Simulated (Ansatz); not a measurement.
`OB(S)Cl` and `C=CB(S)Cl` differ in one atom or group.

Ansatz, PBE0-D4/def2-TZVP geometries, multiplicity 1. Each molecule was computed in one conformer, which needn't be the lowest.

| property | `OB(S)Cl` |
| --- | --- |
| size of the dipole moment (B3LYP/def2-TZVPP) / D | 1.59 |
| HOMO–LUMO gap (ωB97M-V/def2-TZVPP) / eV | 12.14 |
| LUMO energy (PBE/def2-TZVPP) / eV | -1.03 |
| size of the dipole moment (ωB97M-V/def2-TZVPP) / D | 1.62 |
| HOMO energy (B3LYP/def2-TZVPP) / eV | -7.67 |
| HOMO–LUMO gap (B3LYP/def2-TZVPP) / eV | 7.42 |

Question: Give the same properties after the change, and the shifts. (Best estimate.)

Answer: The calculation gave: 
| property | `C=CB(S)Cl` | shift |
| --- | --- | --- |
| size of the dipole moment (B3LYP/def2-TZVPP) / D | 0.63 | -0.96 |
| HOMO–LUMO gap (ωB97M-V/def2-TZVPP) / eV | 10.21 | -1.93 |
| LUMO energy (PBE/def2-TZVPP) / eV | -2.73 | -1.70 |
| size of the dipole moment (ωB97M-V/def2-TZVPP) / D | 0.64 | -0.98 |
| HOMO energy (B3LYP/def2-TZVPP) / eV | -7.63 | 0.04 |
| HOMO–LUMO gap (B3LYP/def2-TZVPP) / eV | 5.61 | -1.81 |

Dipoles are sizes alone; their direction can turn.

B3LYP here is the variant with VWN-RPA as its local correlation; programs differ in this.
